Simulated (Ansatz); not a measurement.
Ideal-gas functions of CH2ClNOSn (`O=C=[N][SnH2][Cl]`) at 400 K and 1 bar, from an Ansatz frequency run at PBE0-D4/def2-TZVP.

Molar mass 198.2 g/mol, point group Cs (symmetry number 1), electronic degeneracy 1, moments of inertia 162.468, 359.469, 513.397 u Å². Harmonic wavenumbers (cm⁻¹, unscaled): 18, 52, 160, 378, 435, 455, 519, 640, 645, 678, 681, 1436, 1997, 2006, 2357.

Use S(trans) = R[1.5 ln M + 2.5 ln T − 1.1517]; rotational temperatures θ = 24.2544 K / I; S(rot) = R[ln(√π/σ · √(T³/θAθBθC)) + 1.5]; for each mode x = 1.438777 ν̃/T, S = R[x/(eˣ − 1) − ln(1 − e⁻ˣ)] and H = RT x/(eˣ − 1); 1 cm⁻¹ = 0.0119627 kJ/mol; R = 8.31446 J/(mol·K).

By hand: the entropy, in J/(mol·K).

Translation 180.9. Rotation: θ = 0.1493, 0.0675, 0.0472 K, giving 123.8. Vibration, mode by mode: 31.08, 22.27, 13.02, 6.37, 5.39, 5.09, 4.24, 3.00, 2.96, 2.70, 2.68, 0.29, 0.05, 0.05, 0.02, in all 99.2. Electronic 0.0. Sum 403.9 J/(mol·K).

By hand: H − E and G − E in kJ/mol, counted from the electronic energy.

Zero-point energy ½ × 12457 × 0.0119627 = 74.5; thermal vibration 17.5; translation, rotation and pV give 4 RT = 13.3. H − E = 105.3 kJ/mol, and G − E = 105.3 − 400 × 403.9/1000 = -56.3 kJ/mol.

Vibration gives 25 % of the entropy, 53.3 J/(mol·K) of it from the modes under 150 cm⁻¹: soft modes count most, and the harmonic formula is weakest for them. The sum counts one conformer and one mirror image; others add a mixing term.
